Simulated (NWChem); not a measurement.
# SiHOCl$_{3}$; SMILES Cl[Si](Cl)(O)Cl

```xyz
6

O     -1.8906    -0.2066     0.0000
Si    -0.2649    -0.0367     0.0000
Cl     0.3749     0.9839     1.6522
Cl     0.5171    -1.9106     0.0000
Cl     0.3749     0.9839    -1.6522
H     -2.4306     0.5907     0.0000
```
Atoms are numbered in this order, from 1.

All runs: NWChem. All runs use the structure optimised with PBE0/def2-SVP. Level: PBE0/def2-SVP with SMD (1 M gas to 1 M solution), gas-phase geometry. Reactions with the solvent are ignored.

Predict the results for solvent water. Quantities: solvation free energy (kcal/mol); cavity-dispersion-structure term (kcal/mol); dipole in solution (D).


```
Quantity                                     Value
-------------------------------------------  -----
solvation free energy (kcal/mol)              -4.2
cavity-dispersion-structure term (kcal/mol)    1.7
dipole in solution (D)                        2.34
```
